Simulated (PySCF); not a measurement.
Identify the unknown among the candidates.

All candidates are C6H6O2S.

| technique | computed result |
| --- | --- |
| 1H NMR | chemical shifts (computed TMS as zero) by class: 6.30 (2 H), 4.13 (4 H) ppm [GIAO PBE0/pcSseg-1] |
| Triplet | lowest triplet excitation (Tamm–Dancoff): 3.63 eV [TDA PBE0/def2-SVPD] |
| UV, first state | lowest singlet excitation: 5.31 eV (233 nm, f = 0.155) [TDDFT PBE0/def2-SVPD] |
| Rotational structure | rotational constants A, B, C: 3.402, 1.154, 0.884 GHz [GFN2-xTB] |
| 13C NMR | chemical shifts (computed TMS as zero) by class: 147.6 (2 C), 108.8 (2 C), 67.8 (2 C) ppm [GIAO PBE0/pcSseg-1] |
| NMR, other nuclei | isotropic shieldings of nuclei other than C and H, by class: 235 (2 O), 390 (1 S) ppm [GIAO PBE0/pcSseg-1] |

The electronic properties come from PySCF, for the isolated species, density fitting. Levels stand in brackets. Isolated species at its GFN2-xTB geometry (one conformer only). NMR values are class means; diastereotopic atoms form classes of their own.

**Question.** Which candidate is it?
A. `C#C[C@@H]1C=CS(=O)(=O)C1`
B. `c1scc2c1OCCO2`
C. `COC(=O)c1cccs1`
D. `C#CC1=CCCS1(=O)=O`
E. `CC(=O)Oc1ccsc1`

**Answer.** B. It is `c1scc2c1OCCO2`. Numbering: `[cH:1]1[s:2][cH:3][c:4]2[c:5]1[O:6][CH2:7][CH2:8][O:9]2`. Its formula, C6H6O2S, gives 4 degrees of unsaturation: 2 rings and 2 π bonds in the structure found (Kekulé form). 6 carbons fall into 3 classes; from least to most shielded: aromatic carbon bearing oxygen [C4/C5] (147.6 ppm, 2 C), aromatic CH next to a ring sulfur [C1/C3] (108.8 ppm, 2 C), ring sp3 carbon bound to oxygen [C7/C8] (67.8 ppm, 2 C). Hydrogen classes from least to most shielded: 2 H on 2 like atoms (aromatic CH next to a ring sulfur), C1/C3 (6.30 ppm), 4 H on 2 like atoms (sp3 carbon bound to oxygen), C7/C8 (4.13 ppm). The other shieldings belong to: 235 ppm, aryl ether oxygen [O6/O9]; 390 ppm, thiophene-type sulfur [S2]. The optimised geometry has point group C2 and is an asymmetric top.

The others, at the same levels:
- `COC(=O)c1cccs1` fails: it has 6 carbon classes against 3; its computed 13C shifts are 166.9 (1 C), 142.5 (1 C), 141.9 (1 C), 140.3 (1 C), 131.9 (1 C), 50.9 (1 C) ppm, 1H shifts are 8.15 (1 H), 7.40 (1 H), 7.29 (1 H), 4.23 (3 H) ppm and smallest rotational constant is 0.765 GHz (against 0.884 GHz).
- `C#C[C@@H]1C=CS(=O)(=O)C1` fails: it has 6 carbon classes against 3; its computed 13C shifts are 144.5 (1 C), 144.5 (1 C), 86.6 (1 C), 79.0 (1 C), 60.8 (1 C), 31.7 (1 C) ppm, 1H shifts are 6.87 (1 H), 6.52 (1 H), 3.90 (1 H), 3.32 (1 H), 2.88 (1 H), 1.76 (1 H) ppm and lowest singlet excitation is 5.88 eV (211 nm, f = 0.005) (against 5.31 eV).
- `CC(=O)Oc1ccsc1` fails: it has 6 carbon classes against 3; its computed 13C shifts are 173.2 (1 C), 153.5 (1 C), 131.0 (1 C), 125.0 (1 C), 119.8 (1 C), 24.2 (1 C) ppm, 1H shifts are 8.27 (1 H), 7.08 (1 H), 7.01 (1 H), 2.29 (3 H) ppm and rotational constant A is 4.118 GHz (against 3.402 GHz).
- `C#CC1=CCCS1(=O)=O` fails: its computed lowest singlet excitation is 4.91 eV (252 nm, f = 0.003) (against 5.31 eV), lowest triplet excitation (Tamm–Dancoff) is 3.36 eV (against 3.63 eV) and rotational constant A is 2.116 GHz (against 3.402 GHz).

Each candidate is one conformer, not necessarily the lowest. Dipoles, sizes and rotational constants follow the conformer. The torsions of the flexible species, by atom-mapped SMILES:
- `[CH3:1][O:2][C:3](=[O:4])[c:5]1[cH:6][cH:7][cH:8][s:9]1`: C1–O2–C3–O4 1°, O2–C3–C5–C6 180°
- `[CH3:1][C:2](=[O:3])[O:4][c:5]1[cH:6][cH:7][s:8][cH:9]1`: C1–C2–O4–C5 179°, C2–O4–C5–C6 179°

The conformers of `C#C[C@@H]1C=CS(=O)(=O)C1` and `C#CC1=CCCS1(=O)=O` aren't listed.
